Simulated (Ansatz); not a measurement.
The same substitution along the group Mg, Zn, Cd.

Program: Ansatz. Geometries: PBE0-D4/def2-TZVP. ΔE: electronic, gas phase. CCSD(T)/CBS adds triple-zeta CCSD(T) − MP2 to the extrapolated MP2 energy (def2 sets, frozen cores). DFT in def2-TZVPP. def2 core potentials past Kr. For Cd, Ga, Mg, Zn outer-core shells are correlated without core-valence functions, which leaves a few kJ/mol of doubt a bond. Scalar relativity is left out up to krypton. One conformer a species, not always the lowest.

```csv
reaction,CCSD(T)/CBS(def2) (eV)
`C[CH2][Mg][F]` + `[OH][Ga]([F])[SH]` → `C[O][Ga]([F])[SH]` + `[CH3][Mg][F]`,?
`C[CH2][Zn][F]` + `[OH][Ga]([F])[SH]` → `C[O][Ga]([F])[SH]` + `[CH3][Zn][F]`,0.44
`C[CH2][Cd][F]` + `[OH][Ga]([F])[SH]` → `C[O][Ga]([F])[SH]` + `[CH3][Cd][F]`,0.47
```

Question: Fill in the missing values. (Best estimate.)

Answer: Computed: `C[CH2][Mg][F]` + `[OH][Ga]([F])[SH]` → `C[O][Ga]([F])[SH]` + `[CH3][Mg][F]`: +0.39 eV.

Largest T1 diagnostic: 0.016, for `[CH3][Zn][F]`.
